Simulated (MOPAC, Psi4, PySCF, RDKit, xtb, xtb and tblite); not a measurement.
Two geometries of C₂H₇NSi₂, SMILES C([SiH2]C[SiH3])#N, relaxed at GFN2-xTB with one dihedral held; other torsions can differ between them too.

Structure A

```
12

N     -2.4436     1.6528    -1.2952
C     -2.0181     0.7180    -0.7873
Si    -1.2935    -0.7878     0.0520
C      0.3239    -0.2285     0.8817
Si     0.4074    -0.4517     2.7717
H     -2.3198    -1.2472     0.9914
H     -1.0685    -1.7680    -1.0155
H      1.1553    -0.7757     0.4354
H      0.5022     0.8229     0.6515
H      0.2243    -1.8711     3.0864
H      1.7172    -0.0082     3.2534
H     -0.6504     0.3368     3.4041
```

Structure B

```
12

N      2.4394     1.6277    -1.2945
C      1.9998     0.6986    -0.7881
Si     1.2605    -0.8029     0.0479
C     -0.3589    -0.2382     0.8554
Si    -1.3097    -1.6027     1.7800
H      2.2553    -1.2463     1.0275
H      1.0483    -1.7892    -1.0143
H     -1.0097     0.1869     0.0895
H     -0.1451     0.5748     1.5513
H     -1.6545    -2.6702     0.8392
H     -2.5304    -1.0377     2.3582
H     -0.4614    -2.1436     2.8438
```

Problem. Which is lower in energy at the level DF-MP2 (frozen core)/cc-pVTZ // GFN2-xTB (Psi4), and by how much?

Solution. B is lower, by 5.46 kJ/mol (dihedral C2–Si3–C4–Si5: 120° in A, 180° in B).

E(B) − E(A) in kJ/mol at the other levels, on the same two geometries: GFN2-xTB (xtb and tblite) -4.25; MMFF94 // GFN2-xTB (RDKit) -9.69; PBE0/def2-TZVP // GFN2-xTB (Psi4) -5.05; PBE0-D3(BJ)/def2-TZVP // GFN2-xTB (Psi4) -4.95; PBE/def2-TZVP // GFN2-xTB (Psi4) -4.88; PBE-D3(BJ)/def2-TZVP // GFN2-xTB (Psi4) -4.78; r2SCAN/def2-TZVP // GFN2-xTB (Psi4) -5.31; HF/cc-pVTZ // GFN2-xTB (Psi4) -5.40; UFF // GFN2-xTB (RDKit) -9.32; PM6, restricted, heats of formation // GFN2-xTB (MOPAC) -3.49; PM3, restricted, heats of formation // GFN2-xTB (MOPAC) -4.27; GFN1-xTB // GFN2-xTB (xtb) -3.71; restricted B3LYP/6-31G*, spherical d, density fitting // GFN2-xTB (PySCF) -4.65; restricted Hartree-Fock/STO-3G // GFN2-xTB (PySCF) -6.36; restricted B3LYP/LANL2DZ, with its core potentials past Ne // GFN2-xTB (PySCF) -4.18; restricted Hartree-Fock/3-21G // GFN2-xTB (PySCF) -3.59.

MMFF94 has few fitted parameters for silicon.
